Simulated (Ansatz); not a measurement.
The same path of Cl2H2Sn (5 atoms, charge 0, multiplicity 1) was run twice with different band settings. Lost on the way: Sn1–H3. Made: Cl2–H3.

Theory: RKS PBE/def2-SVP (Ansatz 0.2.0).

Relaxed end points:

```xyz
5
Properties=species:S:1:pos:R:3
Sn 0.363 0.041 0.076
Cl 0.705 -0.023 2.416
H 1.905 -0.076 -0.678
H -0.626 1.407 -0.267
Cl -0.868 -1.895 -0.502
```

```xyz
5
Properties=species:S:1:pos:R:3
Sn 0.501 0.835 -0.859
Cl 1.405 -0.079 1.669
H 0.742 -1.059 0.948
H -1.022 1.374 -0.051
Cl -0.148 -1.618 -0.662
```

Common settings: movable images 5; climbing image yes; optimiser quadratic models (default); start path through a guess of the saddle point; force threshold 0.05 eV/Å; iteration limit 60; end points relaxed.

| run | spring |
| --- | --- |
| 1 | 5.0 eV/Å² |
| 2 | 2.0 to 10.0 eV/Å², energy-weighted |

(1) What does each run give, and how far can it be trusted?

## Answers

(1) Run 1: converged after 15 iterations, highest image 1.512 eV above the first end. A vibrational analysis at the climbing image gives one clearly imaginary mode, 841i cm⁻¹: a first-order saddle point.
Run 2: converged after 12 iterations, highest image 1.512 eV above the first end. Another band between the same ends (5 images) ends at a top of the same energy, where a vibrational analysis finds 1 clearly imaginary mode.
The orbitals stay closed-shell, which can raise the energy where a bond breaks towards radicals; this wasn't checked here.
